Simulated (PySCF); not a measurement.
Excitation energy of Si by level of theory

Si [Ne] 3s2 3p2 (3P) → Si [Ne] 3s2 3p1 3d1 (high-spin determinant), as a difference of total energies. All numbers are calculated (PySCF 2.14, the non-relativistic Hamiltonian (point nucleus), in aug-cc-pV(T+d)Z with one added diffuse shell each of s, p, d, f type (7s6p5d3f, 71 functions)). Correlated levels: valence: [Ne] frozen. The calculations carry no spin-orbit coupling.

```
           method  excitation energy (eV)
              UHF                   6.018
              LDA                   5.939
    MP2 (valence)                   6.275
SCS-MP2 (valence)                   6.218
```

Task: How much does correlation contribute at MP2 (valence)?

Result: 6.275 − (6.018) = 0.257 eV, measured against UHF.

The promoted electron is Rydberg-like, and one or two diffuse shells describe it only roughly, which tends to raise the upper state.

The determinant of the upper state mixes LS terms, which raises its energy above the lowest term, most at the Hartree-Fock and MP2 levels.
